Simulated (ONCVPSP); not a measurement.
Building the ONCV potential for technetium (PBE, scalar-relativistic).

```json
{
 "Element": "Tc (Z = 43)",
 "Generator": "ONCVPSP 4.0.1",
 "Type": "optimised norm-conserving Vanderbilt (ONCV)",
 "Functional": "PBE",
 "Relativity": "scalar-relativistic",
 "Frozen core": "[Ar] 3d10",
 "Valence charge": "15",
 "Reference configuration": "4s2 4p6 4d5 5s2",
 "Partial waves": "4s+5s: rc 1.70 bohr, ncon 4, nbas 9, qcut 5.4 1/bohr, 2 projectors; 4p: rc 1.40 bohr, ncon 5, nbas 8, qcut 10.1 1/bohr, 2 projectors, debl 2.4 Ha; 4d: rc 1.90 bohr, ncon 3, nbas 8, qcut 9.7 1/bohr, 2 projectors, debl 0.6 Ha",
 "Local potential": "polynomial inside 1.15 bohr (lpopt 5, dvloc0 3 Ha)",
 "Core correction": "Teter function, fcfact 3, rcfact 1.3"
}
```

All-electron outer shells of the reference configuration (PBE, scalar-relativistic, ld1.x):

```
shell  level (eV)  outermost node (bohr)  outermost maximum (bohr)
   3d     -249.88                      –                      0.31
   4s      -73.38                   0.50                      0.95
   4p      -45.34                   0.51                      1.03
   4d       -6.66                   0.50                      1.27
   5s       -5.04                   1.28                      2.72
```

Task: Estimate the cutoffs (Ha) at which the residual kinetic energy of the hardest occupied pseudo-wave falls to 1 and 0.1 mHa per electron.

Result: 38 Ha and 46 Ha.

Task: What does a ghost test show?

Result: No bound ghost flagged; GHOST(+) flagged for s at 150.0 eV.

Task: Tests: 4s2 4p6 4d5 5s1; 4s2 4p6 4d5 5s0; 4s2 4p6 4d4 5s0; 4s2 4p6 4d6 5s1. Which has the largest error in its energy relative to the reference configuration, and how large is it?

Result: 4s2 4p6 4d5 5s0, with -10 meV (all-electron minus pseudo) on +23.01 eV.
